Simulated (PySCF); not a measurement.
Species: C7H9Cl.
Numbering: `[CH2:1]=[CH:2][C@@H:3]1[CH2:4][C@:5]12[CH2:6][C@H:7]2[Cl:8]`

NICS = −σ at a ghost point: NICS(0) at the centroid of the ring atoms, NICS(1) 1 Å to either side along the normal of their mean plane, zz for the tensor component along that normal. Level: GIAO PBE0/pcSseg-1 (PySCF, non-relativistic, gas phase) on the GFN2-xTB geometry, one conformer.

Ring bond lengths (Å), with Mayer bond orders in brackets: C3–C4 1.522 (0.93), C4–C5 1.475 (0.92), C5–C3 1.491 (0.88); C5–C6 1.482 (0.92), C6–C7 1.511 (0.93), C7–C5 1.473 (0.89).

**Question.** What do the NICS probes read (ppm)?

**Answer.** 
| ring | type | NICS(0) | NICS(1), two faces | NICS(1)zz, two faces | rms pucker (Å) | centre to ring atoms, mean (Å) |
| --- | --- | --- | --- | --- | --- | --- |
| C3–C4–C5 | 3-membered carbocycle; formal bonds all single | -39.2 | -6.4 / -6.9 | -19.6 / -18.7 | 0.00 | 0.86 |
| C5–C6–C7 | 3-membered carbocycle; formal bonds all single | -38.2 | -6.2 / -7.7 | -15.2 / -20.0 | 0.00 | 0.86 |

**Question.** What do they say, and how far can they be read as aromaticity?

**Answer.** 
- C3–C4–C5: mean NICS(1)zz -19.1 ppm, shielded. C3, C4, C5 have four or more neighbours, so the value isn't read as a sign of a π ring current. NICS(0) lies 33 ppm below the mean NICS(1).
- C5–C6–C7: mean NICS(1)zz -17.6 ppm, shielded. C5, C6, C7 have four or more neighbours, and the NICS criterion for π rings isn't applied. The two faces differ by 4.8 ppm, so no symmetry operation interchanges them. NICS(0) lies 31 ppm below the mean NICS(1).

**Question.** What is the mean of the two in-plane components of NICS at the second NICS(1) probe listed for ring C5–C6–C7, 1 Å off the ring?

**Answer.** The isotropic value is a third of the trace: (3 × -7.7 − (-20.0))/2 = -1.6 ppm.

**Question.** What are the shieldings of the ring atoms and their hydrogens in the same run (means over atoms taken as equivalent)?

**Answer.** 
```
  atoms                    environment  σ isotropic (ppm)  principal values of the symmetric part, first atom (ppm)
     C3                 allylic carbon              156.2                                       124.0, 145.9, 198.8
     C4     three-membered-ring carbon              169.7                                       142.6, 169.9, 196.5
     C5  sp3 carbon at a ring junction              160.5                                        97.3, 181.3, 202.9
     C6     three-membered-ring carbon              168.9                                       137.2, 166.7, 202.9
     C7                sp3 C–Cl carbon              144.8                                       103.3, 128.2, 202.8
H on C3               methine hydrogen              29.80                                          23.4, 29.3, 36.7
H on C4             methylene hydrogen              30.88                                          25.4, 27.9, 39.4
H on C4             methylene hydrogen              30.20                                          25.3, 27.0, 38.3
H on C6             methylene hydrogen              30.38                                          25.2, 26.8, 39.1
H on C6             methylene hydrogen              30.72                                          25.3, 28.2, 38.6
H on C7               methine hydrogen              28.43                                          20.4, 28.2, 36.6
```

Conformer computed: `[CH2:1]=[CH:2][C@@H:3]1[CH2:4][C@:5]12[CH2:6][C@H:7]2[Cl:8]`: C1–C2–C3–C4 -146°.
